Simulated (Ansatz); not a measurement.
A made-up structure of GeH2Br (charge +1), closed shell:

Ge1  (-0.178, 0.034, -0.078)
Br2  (1.794, -0.341, 0.790)
H3  (2.941, -1.260, 1.140)
H4  (-0.284, 1.136, -1.124)
(Å)

It is relaxed with PBE-D4/def2-SVP and then PBE0-D4/def2-TZVP (Ansatz 0.2.0). Atoms count as bonded within 1.22 times the sum of their covalent radii (H–H: 0.88 Å). The end point is not checked to be a true minimum.

**Question.** Does its bonding change? (Judge from chemistry; the calculation decides.)

**Answer.** By the calculation: No: no bond forms or breaks.

Where it ends: The first stage lowers the energy by 2.26 eV in 10 steps. It ends as GeH₂Br ([GeH][BrH]), total charge +1:
Ge1  (-0.229, -0.351, -0.251)
Br2  (2.170, 0.033, 0.574)
H3  (2.402, -1.258, 1.159)
H4  (-0.068, 1.146, -0.754)
(Å)

Labels in which every atom is bracketed show which atoms are joined, not bond orders.

For scale, one of the runs: PBE0-D4/def2-TZVP relaxation, 108 basis functions, launched by `ansatz run in.yaml --threads 2 --pin off --events-out ev --progress --plain --max-ram 4352MiB`. Hardware: 2 CPU threads of an Intel Xeon 6975P-C, shared host. Wall time about 7 s.
